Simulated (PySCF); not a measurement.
SMILES C[C](C)(C)[Al]([Cl])[Cl] (C₄H₉AlCl₂) at its GFN2-xTB optimised geometry (Å):

```
16

Al     0.4799     1.0167     0.0000
Cl    -0.5022     2.8006     0.0000
Cl     2.5164     1.0167     0.0000
C     -0.5581    -0.7444    -0.0686
C     -0.7764    -1.1806    -1.5262
C      0.2343    -1.8401     0.6540
C     -1.9268    -0.5641     0.5978
H     -1.3279    -2.1217    -1.5620
H      0.1769    -1.3247    -2.0337
H     -1.3465    -0.4304    -2.0734
H      1.2287    -1.9442     0.2206
H      0.3488    -1.6026     1.7114
H     -0.2765    -2.8006     0.5705
H     -1.8148    -0.3211     1.6542
H     -2.4823     0.2436     0.1219
H     -2.5164    -1.4784     0.5156
```

Method: PBE0/def2-TZVP in PySCF. Cells within 0.4 Å of a nucleus heavier than hydrogen are left out (blank, or x).

Map of the HOMO−1 amplitude (bohr^(-3/2)) on the plane z = 0.0 Å; orbital energy -9.23 eV, overall sign arbitrary:

```
|5555555555555444444455555555555|
|5555555555555444444445555555555|
|5555555555555444444445555555555|
|5555555555555443444445555555555|
|5555555555555432334445555555555|
|5555555555666421234445555555555|
|5555555556688xx0124455555555555|
|5555555556789xx0134455555555555|
|5555555556689842234556666555555|
|5555555555677754344567776655555|
|5555555555566654445678997655555|
|5555544555555555xx5678xx6555555|
|5554444444555555xx5555xx4444445|
|5554444444455555xx4442xx1344444|
|5554444334455555444432001344444|
|5554444334455554444433222344444|
|5554444444555554444443333444444|
|5554444445556xx4444444444444445|
|5555555555555xx4445544444444445|
|5555555555555444455555444444455|
|5555555555554444555555544445555|
|5555555555554444556655555555555|
|5555555555544444555555555555555|
|5555555555544444555555555555555|
|5555555555544444555555555555555|
|5555555555544444555555555555555|
|5555555555554444555555555555555|
|5555555555555555555555555555555|
|5555555555555555555555555555555|
|5555555555555555555555555555555|
|5555555555555555555555555555555|
```
Scale: ten equal steps from -0.205 (start of '0') to 0.202 (end of '9'), in the order '0123456789'; x runs from -5.00 to 5.00, y from -5.00 (bottom) to 5.00 (top).
